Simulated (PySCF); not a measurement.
SrF, SMILES [F][Sr+], charge +1. Heavy atoms are numbered as in [Sr+:1][F:2].

Geometry optimised at B3LYP-D3(BJ)/def2-TZVPD. The multiplicity is an assumed one; other spin states were not compared. The def2 effective core potentials stand for the cores of Sr; spin–orbit coupling is left out.

The numbers are results of CAM-B3LYP/def2-TZVPD (PySCF), not measurements.

Mulliken values depend strongly on the basis, most of all with diffuse functions as here. ESP charges are fitted to the potential on shells at 1.4 to 2.0 van der Waals radii. Atomic charges (e), one atom of each kind:

| atom | ESP fit | Mulliken |
|---|---|---|
| Sr1 | 1.60 | 1.79 |
| F2 | -0.60 | -0.79 |
